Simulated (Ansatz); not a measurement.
`CB(Cl)[SiH2]O`, charge 0, multiplicity 1.

Give a relaxed structure at PBE0-D4/def2-TZVP (the Gaussian-basis code of Ansatz). (Estimate.)

Computed: 
Z-matrix (Å, degrees):
```
C
B 1 1.552
H 1 1.091 2 114.4
H 1 1.101 2 106.7 3 118.3
H 1 1.093 2 112.2 3 -126.5
Cl 2 1.761 1 119.4 3 -20.2
Si 2 2.024 1 126.0 3 161.7
O 7 1.657 2 114.2 1 -4.6
H 7 1.495 2 108.5 1 119.5
H 7 1.486 2 109.4 1 -122.4
H 8 0.957 7 117.6 2 71.0
```
This is one stationary point; other conformers may exist.
